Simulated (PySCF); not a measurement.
Job file and geometry (Å, from GFN2-xTB) of an NMR shielding run on SMILES CC(=C)[C@@H](C)[AlH][O]C, C6H13AlO, GIAO PBE0/pcSseg-1 NMR shielding, non-relativistic, gas phase in PySCF 2.14.0, density-fitted response routines; density fitting, a coarse starting grid and PySCF grid level 2 are the driver's defaults:

```
$ OMP_NUM_THREADS=1 python probes_run.py task.json out

{"job": {"kind": "nmr", "xc": "PBE0", "basis": "pcSseg-1"}, "charge": 0, "multiplicity": 1}
C     -2.283794     1.731997    -0.304619
C     -1.655235     0.564010    -0.193109
C     -1.929079    -0.561489    -1.141340
C     -0.544715     0.351200     0.777095
C     -0.503919    -1.025430     1.449971
Al     0.955340     0.717612    -0.550301
O      2.457392     0.043908    -0.531072
C      3.748199    -0.494642    -0.552808
H     -3.045161     1.902730    -1.047106
H     -2.089363     2.544682     0.375241
H     -2.594647    -0.250070    -1.942249
H     -2.375758    -1.410589    -0.626265
H     -0.977066    -0.892008    -1.579922
H     -0.629885     1.111522     1.563543
H      0.339121    -1.071978     2.138699
H     -0.380542    -1.827025     0.723023
H     -1.417974    -1.208252     2.018236
H      0.640317     1.703241    -1.678571
H      3.703364    -1.579050    -0.428604
H      4.342854    -0.068413     0.258171
H      4.231630    -0.265012    -1.504668
```

Question: Write the output of this run.

Answer: 
```
coarse grid: 17288 points
cycle   1  E = -553.3864745309  dE =  7.182e-01  |g| = 8.273e-01  |ddm| = 3.973e+00
cycle   2  E = -553.1494678835  dE =  2.370e-01  |g| = 1.374e+00  |ddm| = 1.693e+00
cycle   3  E = -553.5216759827  dE = -3.722e-01  |g| = 1.803e-01  |ddm| = 1.173e+00
cycle   4  E = -553.5283454138  dE = -6.669e-03  |g| = 5.249e-02  |ddm| = 2.003e-01
cycle   5  E = -553.5290470780  dE = -7.017e-04  |g| = 1.069e-02  |ddm| = 6.117e-02
cycle   6  E = -553.5290697765  dE = -2.270e-05  |g| = 5.003e-03  |ddm| = 1.494e-02
cycle   7  E = -553.5290756269  dE = -5.850e-06  |g| = 1.194e-03  |ddm| = 4.990e-03
final grid: 160184 points
cycle   8  E = -553.5880237664  dE = -5.207e-05  |g| = 1.230e-02  |ddm| = 3.936e-02
cycle   9  E = -553.5879970762  dE =  2.669e-05  |g| = 1.712e-02  |ddm| = 2.124e-02
cycle  10  E = -553.5880557492  dE = -5.867e-05  |g| = 2.206e-03  |ddm| = 1.270e-02
cycle  11  E = -553.5880567336  dE = -9.844e-07  |g| = 1.975e-04  |ddm| = 1.692e-03
cycle  12  E = -553.5880567416  dE = -8.052e-09  |g| = 8.132e-05  |ddm| = 3.143e-04
cycle  13  E = -553.5880567429  dE = -1.276e-09  |g| = 3.842e-05  |ddm| = 1.156e-04
cycle  14  E = -553.5880567433  dE = -3.531e-10  |g| = 1.006e-05  |ddm| = 4.323e-05
converged SCF energy = -553.5880567433

GIAO shielding tensors (ppm)
atom      isotropic    diamagn.    paramagn.     s11        s22        s33       span
  0 C       71.908     251.110    -179.202    -29.134    103.745    141.113    170.247
  1 C       33.321     264.652    -231.330    -86.299     26.043    160.221    246.520
  2 C      159.212     248.405     -89.194    143.176    155.464    178.995     35.820
  3 C      145.725     253.023    -107.298    120.235    146.953    169.987     49.752
  4 C      170.973     247.284     -76.311    161.014    167.641    184.265     23.251
  5 Al     411.407     798.330    -386.923    362.302    385.371    486.547    124.245
  6 O      276.971     404.937    -127.967    225.590    262.626    342.695    117.105
  7 C      129.851     237.865    -108.014    101.587    104.091    183.875     82.288
  8 H       26.674      30.665      -3.991     23.459     25.244     31.318      7.859
  9 H       26.835      32.318      -5.483     23.628     25.305     31.572      7.944
 10 H       29.774      30.430      -0.656     25.893     28.164     35.266      9.374
 11 H       29.528      29.788      -0.260     25.430     28.473     34.680      9.249
 12 H       31.029      32.051      -1.022     27.541     30.478     35.068      7.527
 13 H       29.591      35.264      -5.672     25.320     29.993     33.461      8.141
 14 H       30.322      31.338      -1.016     25.884     28.353     36.729     10.845
 15 H       30.477      32.285      -1.808     27.160     29.579     34.691      7.531
 16 H       30.504      30.383       0.122     26.058     27.823     37.632     11.574
 17 H       27.868      31.651      -3.783     23.965     26.513     33.125      9.160
 18 H       27.324      28.332      -1.008     22.775     25.469     33.727     10.952
 19 H       27.351      27.160       0.191     22.987     25.052     34.013     11.026
 20 H       27.220      26.433       0.787     22.893     24.914     33.855     10.962
```

Size and cost of the density-fitted run: 208 basis functions, 34 s wall time on 1 thread of an Intel Xeon 6975P-C, shared host; peak memory 1 GiB.
